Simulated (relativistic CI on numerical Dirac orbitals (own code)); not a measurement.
# Level scheme of Ti10+

These numbers are calculated, not measured: Dirac-Coulomb-Breit CI, KLI orbitals optimised for each configuration, a model potential for QED, unscaled Slater integrals (own radial code, finite nucleus).

CI space (outside the closed core [Ne]): 3s², 3s3p, 3p², 3s3d, 3d², 3p3d, 3p4s, 3s4s, 3s4p, 3d4s, 3s4d, 3s4f, 3s5s, 3s5p, 3s5d, 4s², 3s5f, 3s5g, 3s6s, 3s6p, 3s6d. Levels of other configurations are missing.

```csv
No.,Configuration,Term,J,E (eV),%,Landé g,Lifetime (s)
1,3s²,¹S,0,0.000,97,,
2,3s3p,³P°,0,21.310,100,,
3,3s3p,³P°,1,21.623,99,1.499,1.41e-07
4,3s3p,³P°,2,22.314,100,1.500,3.00e-01
5,3s3p,¹P°,1,32.589,97,1.000,6.66e-11
6,3p²,¹D,2,50.632,73,1.038,5.34e-10
7,3p²,³P,0,51.024,99,,8.10e-11
8,3p²,³P,1,51.451,100,1.501,7.88e-11
9,3p²,³P,2,52.239,92,1.462,8.12e-11
10,3p²,¹S,0,60.487,94,,7.84e-11
11,3s3d,³D,1,62.311,100,0.498,5.68e-11
12,3s3d,³D,2,62.345,100,1.166,5.80e-11
13,3s3d,³D,3,62.400,100,1.334,6.00e-11
14,3s3d,¹D,2,71.404,78,1.000,3.17e-11
15,3p3d,³F°,2,84.835,94,0.687,2.91e-10
16,3p3d,³F°,3,85.289,100,1.084,3.29e-10
17,3p3d,³F°,4,85.823,100,1.250,3.14e-10
18,3p3d,¹D°,2,86.263,93,0.983,7.45e-11
19,3p3d,³P°,2,90.330,69,1.397,4.26e-11
20,3p3d,³D°,1,90.464,59,0.905,3.71e-11
21,3p3d,³P°,0,90.958,100,,4.50e-11
22,3p3d,³P°,1,91.038,59,1.095,3.88e-11
23,3p3d,³D°,3,91.069,100,1.332,3.32e-11
24,3p3d,³D°,2,91.099,70,1.265,3.57e-11
25,3p3d,¹F°,3,98.179,99,1.000,3.11e-11
26,3p3d,¹P°,1,100.031,96,0.999,3.32e-11
27,3d²,³F,2,125.493,100,0.666,3.43e-11
28,3d²,³F,3,125.548,100,1.083,3.50e-11
29,3d²,³F,4,125.617,100,1.250,3.59e-11
30,3d²,³P,0,128.842,100,,2.66e-11
31,3d²,³P,2,128.844,58,1.294,2.75e-11
32,3d²,³P,1,128.862,100,1.501,2.67e-11
33,3d²,¹D,2,128.957,58,1.206,2.87e-11
34,3d²,¹G,4,129.434,100,1.000,5.71e-11
35,3s4s,³S,1,130.419,100,2.002,8.21e-12
36,3s4s,¹S,0,132.725,91,,1.00e-11
37,3d²,¹S,0,137.947,88,,2.25e-11
38,3s4p,³P°,0,140.906,99,,3.69e-11
39,3s4p,³P°,1,140.964,85,1.430,2.43e-11
40,3s4p,³P°,2,141.274,99,1.501,3.74e-11
41,3s4p,¹P°,1,141.418,80,1.070,9.29e-12
42,3s4d,³D,1,154.655,100,0.499,9.92e-12
43,3s4d,³D,2,154.670,100,1.166,9.89e-12
44,3s4d,³D,3,154.696,100,1.334,9.83e-12
45,3s4d,¹D,2,155.061,99,1.000,1.14e-11
46,3p4s,³P°,0,157.238,99,,1.21e-11
47,3p4s,³P°,1,157.498,96,1.484,1.19e-11
48,3p4s,³P°,2,158.283,99,1.501,1.20e-11
49,3p4s,¹P°,1,160.141,90,1.016,7.53e-12
50,3s4f,³F°,2,160.373,100,0.666,3.60e-12
51,3s4f,³F°,3,160.378,100,1.083,3.60e-12
52,3s4f,³F°,4,160.386,100,1.250,3.60e-12
53,3s4f,¹F°,3,162.082,99,1.000,3.71e-12
54,3s5s,³S,1,183.790,100,2.002,1.15e-11
55,3s5s,¹S,0,184.770,100,,1.30e-11
56,3s5p,³P°,0,188.782,100,,3.36e-11
57,3s5p,³P°,1,188.829,98,1.492,3.26e-11
58,3s5p,³P°,2,188.956,100,1.501,3.45e-11
59,3s5p,¹P°,1,189.462,98,1.009,1.18e-11
60,3d4s,³D,2,193.819,41,1.074,8.45e-12
61,3d4s,³D,1,193.826,91,0.498,7.81e-12
62,3d4s,³D,2,193.898,50,1.092,8.37e-12
63,3d4s,³D,3,193.920,90,1.334,7.86e-12
64,3s5d,³D,1,195.352,91,0.499,1.24e-11
65,3s5d,³D,2,195.362,91,1.167,1.24e-11
66,3s5d,³D,3,195.379,90,1.334,1.23e-11
67,3s5d,¹D,2,196.531,60,1.000,1.36e-11
68,3s5f,³F°,2,197.997,100,0.666,6.63e-12
69,3s5f,³F°,3,198.000,100,1.083,6.63e-12
70,3s5f,³F°,4,198.004,100,1.250,6.63e-12
```

Energies count from the lowest computed level; ° marks odd parity; lifetimes are radiative, by E1, M1, E2, M2 decay to levels of this space only; some are left blank where a channel outside the calculation adds to the decay or the decay crosses a small, uncertain gap.

The mean weight of the leading LS term, summed over parents, in these 70 levels is 92 %, and that of the leading jj configuration (from the same eigenvectors) 81 %, so LS coupling describes them better.

At this charge energies of transitions that change n are usually good to better than 1 %, and those within a shell (Δn = 0) to a few per cent.

LS names give the leading component of a level, which can be under half, so a name can repeat, a term be missing and a line seem to break the LS rules.
